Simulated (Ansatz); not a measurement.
C5H15NSi, triplet, at the geometry of the source list (a higher spin typed on purpose: for a closed-shell molecule this is an excited state); CASSCF(4,6)/STO-3G (Ansatz, a quantum-chemistry and plane-wave program).

Input for Ansatz:
Ansatz 0.2 input:
```yaml
crystal:
  periodic: [false, false, false]
  atoms:
    - {symbol: C, position_ang: [1.69190000, -1.00060000, 1.03460000]}
    - {symbol: N, position_ang: [1.10410000, -0.02070000, 0.15260000]}
    - {symbol: C, position_ang: [1.98760000, 0.30070000, -0.94160000]}
    - {symbol: Si, position_ang: [-0.61400000, 0.15240000, 0.00760000]}
    - {symbol: C, position_ang: [-1.48200000, -1.21290000, -1.02150000]}
    - {symbol: C, position_ang: [-1.34870000, 0.12500000, 1.76460000]}
    - {symbol: C, position_ang: [-0.95610000, 1.83380000, -0.82130000]}
    - {symbol: H, position_ang: [1.04650000, -1.16220000, 1.89190000]}
    - {symbol: H, position_ang: [1.85360000, -1.95920000, 0.52800000]}
    - {symbol: H, position_ang: [2.65900000, -0.63770000, 1.38950000]}
    - {symbol: H, position_ang: [2.17620000, -0.56750000, -1.58390000]}
    - {symbol: H, position_ang: [1.55670000, 1.09210000, -1.54610000]}
    - {symbol: H, position_ang: [2.94670000, 0.64460000, -0.54840000]}
    - {symbol: H, position_ang: [-1.32530000, -2.19660000, -0.58670000]}
    - {symbol: H, position_ang: [-2.55350000, -1.05020000, -1.07950000]}
    - {symbol: H, position_ang: [-1.10440000, -1.24520000, -2.04000000]}
    - {symbol: H, position_ang: [-0.80670000, 0.77690000, 2.44040000]}
    - {symbol: H, position_ang: [-1.34310000, -0.87400000, 2.18900000]}
    - {symbol: H, position_ang: [-2.38150000, 0.45710000, 1.74380000]}
    - {symbol: H, position_ang: [-2.00120000, 2.10120000, -0.71190000]}
    - {symbol: H, position_ang: [-0.73970000, 1.81310000, -1.88470000]}
    - {symbol: H, position_ang: [-0.36620000, 2.62980000, -0.37650000]}
basis:
  gaussian:
    orbitals: STO-3G
hamiltonian:
  xc: hf
correlation: {active_space: {window: {electrons: 4, orbitals: 6}}}
magnetization: {spin_polarized: false, initial_magnetization: 2}
```

**Question.** Write the output that Ansatz gives for this input, abridged.

**Answer.** 
```
Functional definition: HF
732 factors; integrals over basis functions are off by at most 3.2e-5 eV
mean field evaluation 1: about -14550.8843 eV, gradient 1.9e1 eV
mean field evaluation 2: about -14551.2973 eV, gradient 1.9e1 eV
mean field evaluation 4: about -14554.2603 eV, gradient 2.3e0 eV
mean field evaluation 8: about -14554.3633 eV, gradient 4.3e-2 eV
mean field evaluation 16: about -14551.9000 eV, gradient 1.1e0 eV
mean field -14554.35975730 eV, -534.8628557815 hartree, gradient 1.9e-6 eV, S^2 2.000000; 1 other end points of the search recorded, 0 dependent functions left out
reference -14554.35975730 eV, -534.8628557815 hartree; 34, 32 occupied and 20, 22 virtual orbitals, 732 factors
state -14554.84746443 eV, -534.8807786877 hartree
Total energy: -14554.84746443 eV, -534.8807786877 hartree
```
